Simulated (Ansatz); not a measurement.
`CCCCCCCCCCC` + `[OH][InH][Cl]` → `CC[O][InH][Cl]` + `CCCCCCCCC`  (substitution at a C–C bond)

Computed with Ansatz on PBE0-D4/def2-TZVP structures; ΔE is electronic, products minus reactants. CBS: MP2 limit from def2 TZ/QZ plus the TZ coupled-cluster correction, frozen cores. Functionals use def2-TZVPP. def2 core potentials past Kr. For In outer-core shells are correlated without core-valence functions, which leaves a few kJ/mol of doubt a bond. One conformer a species, not always the lowest.

`CCCCCCCCCCC`:

Z-matrix (Å, degrees):
```
C
C 1 1.519
H 1 1.094 2 111.1
H 1 1.094 2 111.1 3 119.5
H 1 1.093 2 111.7 3 -120.2
C 2 1.520 1 113.1 3 -59.8
H 2 1.096 1 109.6 3 62.2
H 2 1.096 1 109.7 3 178.1
C 6 1.520 2 113.1 1 179.8
H 6 1.096 2 108.9 1 57.2
H 6 1.098 2 109.3 1 -58.1
C 9 1.524 6 114.4 2 176.7
H 9 1.096 6 108.9 2 55.0
H 9 1.097 6 109.1 2 -59.8
C 12 1.527 9 115.1 6 59.8
H 12 1.095 9 108.8 6 -177.0
H 12 1.096 9 108.9 6 -62.2
C 15 1.524 12 115.1 9 55.4
H 15 1.096 12 108.4 9 177.7
H 15 1.095 12 109.4 9 -67.4
C 18 1.520 15 114.4 12 59.7
H 18 1.096 15 108.7 12 -178.4
H 18 1.097 15 109.8 12 -63.3
C 21 1.520 18 112.8 15 177.1
H 21 1.098 18 109.3 15 55.3
H 21 1.095 18 109.6 15 -60.5
C 24 1.523 21 114.5 18 -177.6
H 24 1.096 21 108.8 18 -55.4
H 24 1.098 21 109.1 18 59.7
C 27 1.520 24 114.1 21 -64.6
H 27 1.097 24 109.1 21 58.2
H 27 1.095 24 108.8 21 173.4
H 30 1.092 27 111.9 24 63.5
H 30 1.094 27 110.9 24 -56.6
H 30 1.092 27 111.2 24 -176.4
```

`[OH][InH][Cl]`:

Z-matrix (Å, degrees):
```
In
O 1 1.968
Cl 1 2.333 2 109.8
H 1 1.688 2 126.8 3 -180.0
H 2 0.961 1 111.6 3 0.0
```

`CC[O][InH][Cl]`:

Cartesian coordinates in Å:
```
C 0.492 -1.198 0.728
C 0.264 -0.690 -0.679
O 0.652 0.658 -0.826
In -0.486 2.157 -0.261
Cl -2.584 1.381 0.403
H 1.533 -1.051 1.024
H 0.259 -2.264 0.799
H -0.152 -0.670 1.438
H 0.870 -1.271 -1.386
H -0.787 -0.841 -0.958
H -0.060 3.791 -0.282
```

`CCCCCCCCC`:

Cartesian coordinates in Å:
```
C -2.806 -0.485 1.327
C -2.865 0.077 -0.083
C -2.270 1.475 -0.217
C -0.807 1.600 0.193
C 0.141 0.711 -0.595
C 1.601 0.930 -0.227
C 2.583 -0.007 -0.933
C 2.952 -1.263 -0.150
C 1.790 -2.183 0.189
H -3.310 -1.453 1.389
H -1.776 -0.632 1.663
H -3.290 0.188 2.041
H -3.908 0.113 -0.414
H -2.358 -0.608 -0.771
H -2.865 2.171 0.386
H -2.377 1.806 -1.256
H -0.700 1.380 1.262
H -0.497 2.644 0.075
H -0.124 -0.340 -0.445
H 0.011 0.901 -1.668
H 1.857 1.970 -0.457
H 1.722 0.832 0.860
H 3.510 0.534 -1.149
H 2.170 -0.294 -1.908
H 3.696 -1.825 -0.725
H 3.454 -0.963 0.778
H 2.142 -3.089 0.688
H 1.074 -1.701 0.858
H 1.249 -2.488 -0.711
```

```tsv
level	ΔE (kcal/mol)
r2SCAN-D4	11.6
SCS-MP2/def2-TZVPP	12.7
```

What does CCSD(T)/CBS give? (Estimate.)

Computed: +12.7 kcal/mol. The listed levels differ from it by -1.1, 0.0 kcal/mol.

Largest T1 diagnostic among the species: 0.015.

In def2-TZVPP, CCSD(T) changes the Hartree–Fock value by +1.0 kcal/mol (the triples alone add −0.2 kcal/mol) and MP2 by +2.3 kcal/mol. From PBE to PBE0 (25 % exact exchange), in def2-TZVPP and without D4, ΔE moves by +1.1 kcal/mol.
